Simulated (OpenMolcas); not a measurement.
# Nb+: effect of the basis set

* Program: OpenMolcas 26.06
* Method: SS-CASPT2, IPEA 0.25 Eh, imaginary shift 0.1 Eh (closed shells correlated: 4s 4p)
* Active space: 4 electrons in 5 orbitals (4d)
* State averaging: 2S+1 = 5 even, 5 roots; 2S+1 = 3 even, 45 roots; 2S+1 = 1 even, 50 roots (49 in the spin-orbit step)
* Spin-orbit coupling: state interaction with AMFI integrals over the reference wave functions, term energies averaged over their components

A. ANO-R1 [6s4p3d1f], X2C, finite nucleus; CASPT2 step roughly 10 core-seconds
B. ANO-RCC-VDZP [6s5p3d1f], DKH2, point nucleus; CASPT2 step about 10 core-seconds
C. ANO-R2 [7s5p4d2f1g], X2C, finite nucleus; CASPT2 step about 21 core-seconds
D. ANO-RCC-VTZP [7s6p4d2f1g], DKH2, point nucleus; CASPT2 step roughly 20 core-seconds
E. ANO-RCC-VQZP [8s7p5d3f2g1h], DKH2, point nucleus; CASPT2 step of the order of 50 core-seconds
F. ANO-R3 [8s6p6d3f2g1h], X2C, finite nucleus; CASPT2 step of the order of 60 core-seconds

Energies in cm-1 above 4d4 5D0, the measured ground level; measured values from NIST Handbook of Basic Atomic Spectroscopic Data.

| Level | A | B | C | D | E | F | Measured |
| --- | --- | --- | --- | --- | --- | --- | --- |
| 4d4 5D0 | 0.0 | 0.0 | 0.0 | 0.0 | 0.0 | 0.0 | 0.0 |
| 4d4 5D1 | 150 | 156 | 155 | 154 | 157 | 158 | 159 |
| 4d4 5D2 | 423 | 437 | 433 | 430 | 438 | 440 | 438 |
| 4d4 5D3 | 788 | 812 | 799 | 796 | 806 | 809 | 801 |
| 4d4 5D4 | 1221 | 1255 | 1229 | 1227 | 1235 | 1239 | 1225 |
| 4d4 3P0(1) | 9110 | 8980 | 8250 | 8480 | 7950 | 7900 | 5562 |
| 4d4 3P1(1) | 9880 | 9770 | 9030 | 9250 | 8730 | 8680 | 6192 |
| 4d4 3P2(1) | 11120 | 11040 | 10270 | 10500 | 9970 | 9920 | 7261 |
| 4d4 3H4 | 11870 | 11580 | 10490 | 10670 | 10010 | 9990 |  |
| 4d4 3H5 | 12220 | 11950 | 10840 | 11020 | 10360 | 10340 |  |
| 4d4 3F2(1) | 12350 | 12050 | 11130 | 11420 | 10810 | 10770 |  |
| 4d4 3F3(1) | 12440 | 12140 | 11210 | 11500 | 10890 | 10850 |  |
| 4d4 3H6 | 12560 | 12290 | 11170 | 11340 | 10680 | 10660 |  |
| 4d4 3F4(1) | 12620 | 12330 | 11390 | 11670 | 11060 | 11020 |  |
| 4d4 3G3 | 14330 | 14050 | 12940 | 13210 | 12530 | 12510 |  |
| 4d4 3G4 | 14640 | 14360 | 13260 | 13520 | 12830 | 12810 |  |
| 4d4 3G5 | 14930 | 14660 | 13540 | 13800 | 13110 | 13090 |  |
| 4d4 3D2 | 17410 | 17110 | 15970 | 16270 | 15630 | 15570 |  |
| 4d4 3D3 | 17420 | 17120 | 16040 | 16320 | 15730 | 15670 |  |
| 4d4 3D1 | 17670 | 17380 | 16300 | 16580 | 16000 | 15940 |  |
| 4d4 1G4(1) | 18030 | 17670 | 16720 | 16930 | 16150 | 16080 |  |
| 4d4 1I6 | 18190 | 17750 | 16120 | 16400 | 15420 | 15350 |  |
| 4d4 1D2(1) | 19410 | 19180 | 17560 | 17980 | 17110 | 17030 |  |
| 4d4 1S0 | 19470 | 19080 | 18500 | 18750 | 18110 | 18030 |  |

Deviations, from unrounded energies. A percentage is the sum of absolute deviations over the sum of measured energies, with the sign that they share, or ± where signs differ.

| Against measurement | Levels | A | B | C | D | E | F |
| --- | --- | --- | --- | --- | --- | --- | --- |
| mean absolute deviation (cm-1) | 7 | 1600 | 1500 | 1200 | 1300 | 1100 | 1100 |
| fine structure of the ground term (%) | 4 | -1.6 | ±1.7 | ±0.6 | ±0.8 | ±0.6 | ±0.9 |
| other terms of the ground configuration (%) | 3 | +58.3 | +56.7 | +44.9 | +48.5 | +40.1 | +39.3 |

E, F lie about equally close to measurement and A furthest from it. The largest miss of F in the table is 4d4 3P2(1), by +2700 cm-1. The ranking rests on the paired levels alone, and a cruder setting can come out closer through cancelling errors.

The two smallest mean deviations differ by little beside CASPT2's spread within terms, so their order carries little weight.

Among A to F the level of the table that moves most is 4d4 1I6, by 2800 cm-1 (lowest in F, highest in A). Moves below CASPT2's spread within the term are not significant.

Term energies are means over components that CASPT2 splits; among the terms shown or strongly mixed into the levels shown the widest spread is 520 cm-1 (4d4 1G(1), F). Some high roots are left out of the spin-orbit mixing, which shifts the levels that they would mix with. Configurations with an s electron lie low at this charge and mix in, so terms can be misplaced. Some terms miss by over 15 % even with CASPT2, which points to a basis or an active space too small for the shells correlated. The CASPT2 spread within a term exceeds the gap to the next term for 4d4 3H and 4d4 3F(1), 4d4 3D and 4d4 1G(1), 4d4 1G(1) and 4d4 1I, so the order of their levels is uncertain, and so are names and mixing where such terms share a J (figures for B; the like holds for C, D, E, F). Computed and measured levels are paired by configuration, term and J; levels that our copy of the source lacks, or whose pairing is in doubt (as where it misses far off the trend of its configuration), stay unpaired and out of the deviations. Only configurations of the active space appear. The table leaves out levels that lie high or whose names do not pair safely across all columns.

A number in round brackets counts repeated terms of one configuration in the order of the reference energies.
